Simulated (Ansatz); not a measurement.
C₄H₈F₂O (`CC(F)OCCF`), relaxed with RKS PBE0-D4/def2-TZVP in Ansatz from a GFN2-xTB geometry. The force threshold is 0.005 eV/Å; the program also tests the step.

Charge 0, multiplicity 1.

Start:

```xyz
15

C    -1.609    0.743    1.626
C    -0.430    0.088    0.933
F     0.717    0.830    1.210
O    -0.653    0.056   -0.421
C     0.218   -0.750   -1.189
C     1.597   -0.114   -1.389
F     2.277   -0.821   -2.348
H    -2.493    0.129    1.491
H    -1.394    0.856    2.685
H    -1.779    1.721    1.184
H    -0.209   -0.917    1.340
H     0.326   -1.744   -0.733
H    -0.268   -0.854   -2.163
H     2.204   -0.138   -0.480
H     1.495    0.915   -1.747
```

(1) How much energy does the relaxation release, and in how many steps? (Estimate.)

(2) Which bonds change most? (An estimate is asked.)

(3) Give the relaxed structure. (Estimate.)

Answers

(1) Ansatz gave: 0.68 kcal/mol, in 10 steps.

(2) Ansatz gave: C1–C2 from 1.517 to 1.499 Å; C5–C6 from 1.532 to 1.515 Å; C6–F7 from 1.372 to 1.383 Å; C2–H11 from 1.106 to 1.099 Å.

(3) The calculation gave: 
```xyz
15

C    -1.594    0.772    1.610
C    -0.471    0.011    0.972
F     0.740    0.570    1.380
O    -0.585    0.088   -0.392
C     0.280   -0.750   -1.132
C     1.576   -0.044   -1.477
F     2.280   -0.843   -2.359
H    -2.549    0.315    1.349
H    -1.478    0.765    2.694
H    -1.583    1.803    1.254
H    -0.423   -1.038    1.300
H     0.486   -1.677   -0.583
H    -0.239   -1.009   -2.057
H     2.194    0.127   -0.594
H     1.366    0.912   -1.964
```
